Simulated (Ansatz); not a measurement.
# CBFO2: where a starting geometry ends

The starting geometry of this gas-phase singlet was optimised with GFN2-xTB; its bonds are those of `O=C1OB1F`.

```yaml
atoms:
  - { symbol: C, position_ang: [-0.7824, 0.7669, -1.6785] }
  - { symbol: B, position_ang: [-0.9741, 0.7526, -0.2147] }
  - { symbol: F, position_ang: [-1.3910, 0.6059, 1.0079] }
  - { symbol: O, position_ang: [-0.8003, 0.6901, -2.8541] }
  - { symbol: O, position_ang: [0.1551, 1.3075, -0.7723] }
```

Question: Predict what it relaxes into with B3LYP-D3(BJ)/def2-SVP.

Answer: A bond breaks, giving a structure given below by its coordinates. Distances that change by over a tenth: C1–B2 (1.48 → 1.72 Å). Contacts that open: C1–O5 (1.41 → 2.31 Å).

The energy falls by 0.59 eV over 14 steps:

```
step  E − E(last) (eV)
   1             0.592
   2             0.565
   4             0.514
   5             0.455
   7             0.187
   8             0.117
  10             0.030
  11             0.012
  13             0.000
  14             0.000
```

Final geometry (Å):

```xyz
5

C    -1.0912    0.5995   -1.7997
B    -0.6446    0.9263   -0.1711
F    -1.5309    0.5163    0.7207
O    -0.9805    0.5920   -2.9246
O     0.4545    1.4890   -0.3370
```

No frequencies were run, so the end isn't proven a minimum. Run with Ansatz 0.2.0, 47 s on 1 thread of Intel(R) Xeon(R) Processor @ 2.50GHz (Skylake/Cascade Lake) (shared host).
